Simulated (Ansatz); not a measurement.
NH₃ + `[InH3]` → `[NH3+][InH3-]` at 298.15 K and 1 bar (adduct formation).

Gas-phase electronic energies from Ansatz, PBE0-D4/def2-TZVP geometries. CCSD(T)/CBS adds triple-zeta CCSD(T) − MP2 to the extrapolated MP2 energy (def2 sets, frozen cores). This one scheme is used for every species. Elements past krypton have def2 core potentials. For In outer-core shells are correlated without core-valence functions, which leaves a few kJ/mol of doubt a bond.

| species | CCSD(T)/CBS energy (Eh) | H − E (kJ/mol) | S (J/(mol·K)) |
| --- | --- | --- | --- |
| NH₃ | -56.50880 | 100.5 | 192.4 |
| `[InH3]` | -191.56739 | 54.8 | 229.0 |
| `[NH3+][InH3-]` | -248.10895 | 164.0 | 304.6 |

H − E and S are ideal-gas, rigid-rotor, harmonic terms from PBE0-D4/def2-TZVP. 1 Eh = 2625.50 kJ/mol, R = 8.31446 J/(mol·K).

Question: By hand: ΔE, ΔH, ΔS and ΔG.

Answer: ΔE = (-248.10895) − (-56.50880) − (-191.56739) = -0.03276 Eh = -86.0 kJ/mol. Δ(H − E) = 164.0 − 100.5 − 54.8 = 8.7, so ΔH = -77.3 kJ/mol. ΔS = 304.6 − 192.4 − 229.0 = -116.8 J/(mol·K). ΔG = -77.3 − 298.15 × (-116.8)/1000 = -42.5 kJ/mol.

Question: By hand: the equilibrium constant, and the temperature at which ΔG would vanish if ΔH and ΔS stayed fixed.

Answer: log₁₀ K = −ΔG/(RT ln 10) = 7.4. ΔG = 0 at ΔH/ΔS = 662 K.

The number of gas molecules changes by -1, which sets the sign of ΔS. A doubt of 5 kJ/mol in ΔE shifts log₁₀ K by 0.9 here. These are equilibria of isolated gas molecules and say nothing of rates. Largest T1 diagnostic: 0.014 (customary marks: 0.02 for closed shells, 0.045 for open ones).
